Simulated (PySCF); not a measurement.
A GIAO shielding run with PySCF (density fitting, non-relativistic, gas phase) on `COCC/C(C)=C1/C[SiH2]1`, C7H14OSi:

```
$ OMP_NUM_THREADS=1 python probes_run.py task.json out

{"job": {"kind": "nmr", "xc": "PBE0", "basis": "pcSseg-1"}, "charge": 0, "multiplicity": 1}
C      3.383725     0.677491     0.549904
O      2.926930    -0.641234     0.394324
C      1.537819    -0.811184     0.559926
C      0.699049    -0.316744    -0.630237
C     -0.768592    -0.553683    -0.397103
C     -1.251616    -1.972345    -0.512953
C     -1.580800     0.441063    -0.090673
C     -3.040592     0.634534     0.228668
Si    -1.987087     2.215967     0.232408
H      4.471219     0.626967     0.538053
H      3.047574     1.332022    -0.261844
H      3.049572     1.100832     1.505426
H      1.198273    -0.304520     1.476460
H      1.404634    -1.888570     0.684431
H      0.866042     0.753257    -0.767247
H      1.033587    -0.841780    -1.527874
H     -0.951604    -2.399031    -1.469202
H     -0.824333    -2.589331     0.276840
H     -2.334700    -2.010260    -0.432699
H     -3.736629     0.436555    -0.577701
H     -3.387660     0.194126     1.155928
H     -2.122925     3.129761    -0.889535
H     -1.636637     2.813091     1.510653
```

Hardware: 1 thread of an Arm Neoverse N1, shared host. The job also computes population analyses, field gradients, ring-centre shieldings.

Q: How large is the calculation?

A: 78 electrons, 230 basis functions and 1211 auxiliary functions.

Q: How long does it take, and how much memory does it need?

A: 100 s of wall time, with 14 SCF cycles and 5 response iterations; peak memory 1.1 GiB. Times on a shared host scatter by some tens of per cent.
